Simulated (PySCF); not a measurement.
## Nb (niobium, neutral) across methods

[Kr] 4d4 5s1, high-spin 6D determinant. Computed with PySCF 2.14 in aug-cc-pwCVTZ-PP with ECP28MDF, with scalar relativity through the core potential.

| method | E (hartree) | mean ε 4p β (eV) | mean ε 5s α (eV) | mean ε 4d α (eV) | Σ⟨r²⟩ (bohr²) | ⟨S²⟩ |
| --- | --- | --- | --- | --- | --- | --- |
| PBE0 | -56.6368 | -34.822 | -5.020 | -4.821 | 53.51 | 8.751 |
| PW91 | -56.6880 | -32.879 | -4.562 | -3.737 | 54.00 | 8.751 |
| PBEsol | -56.5504 | -32.755 | -4.563 | -3.681 | 53.88 | 8.751 |
| LDA | -56.4997 | -32.872 | -4.717 | -3.766 | 54.10 | 8.750 |
| LC-wPBE | -56.6489 | -37.492 | -6.716 | -7.284 | 52.91 | 8.753 |
| PBE | -56.6549 | -32.821 | -4.505 | -3.690 | 54.07 | 8.751 |
| UHF | -56.14969 | -39.935 | -6.227 | -7.908 | 53.99 | 8.755 |

(1) Estimate the same row for r2SCAN.

Energies and moments cover only the electrons outside the core potential.

Answers

(1) E (hartree) = -56.6768; mean ε 4p β (eV) = -33.407; mean ε 5s α (eV) = -4.731; mean ε 4d α (eV) = -3.892; Σ⟨r²⟩ (bohr²) = 53.23; ⟨S²⟩ = 8.752.
